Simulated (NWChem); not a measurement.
## Basis-set dependence for HGe

```
Ge
H 1 1.6043
```
Charge 0, spin multiplicity 2.

The numbers come from NWChem runs, not from measurements. Structure: optimised with UPBE0/def2-SVP, a minimum by its harmonic frequencies.

Hartree-Fock energies in Ha, correlation energies in mHa.

The Hamiltonian is non-relativistic. The correlated methods keep 9 core orbitals frozen. The Pople sets run with spherical d functions. This spin state was chosen for the runs; another may lie lower. The structure started from a generated list of species. The unpaired electrons of the parent sit in orbitals of symmetry b1 (C2v labels of the run); other states weren't searched. No SCF solution was tested for a lower state. Open-shell Hartree-Fock references start from PBE0 orbitals. No row is a measurement; the coupled-cluster row has its own basis-set and correlation limits.

| basis | functions | UHF | UMP2 | SCS-UMP2 | CCSD on ROHF | CCSD[T] on ROHF | CCSD(T) on ROHF | CCSD on UHF | CCSD[T] on UHF | CCSD(T) on UHF | CCSDT on ROHF |
|---|---|---|---|---|---|---|---|---|---|---|---|
| 6-31G* | 34 | -2075.60406 | -217.2 | -202.6 | -225.8 | -230.2 | -229.7 | -222.5 | -226.8 | -226.3 | -229.9 |
| def2-SVP | 37 | -2075.62980 | -192.7 | -182.7 | -206.7 | -212.7 | -212.1 | -203.2 | -209.1 | -208.4 | -212.2 |
| def2-TZVP | 54 | -2075.89392 | -205.5 | -195.8 | -222.4 | -230.5 | -229.7 | -218.5 | -226.4 | -225.6 | not run |
| def2-QZVP | 105 | -2075.93624 | -264.7 | -250.7 | not run | not run | not run | not run | not run | not run | not run |

From def2-TZVP to def2-QZVP the Hartree-Fock energy moves by -42.3 mHa and the UMP2 correlation energy by -59.1 mHa, which is 22 % of its value in the larger set.
